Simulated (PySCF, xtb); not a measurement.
C₄H₇FO₂, SMILES O[C@@H]1C[C@@H](O)C1F.

GFN2-xTB (xtb 6.7.1) at its own geometry gives an orbital gap of 10.79 eV and a dipole moment of 1.97 D.

Coordinates come from a B3LYP-D3(BJ)/def2-SVP optimisation. The structure was generated by enumeration; whether it is a known compound was not checked. The values are those of a single conformer.

Problem. What does PBE/def2-TZVP (PySCF) give? (Estimate from the structure and the level; the computed values follow.)

Solution. gap 6.01 eV (levels -6.00 and 0.01 eV), dipole 0.97 D.
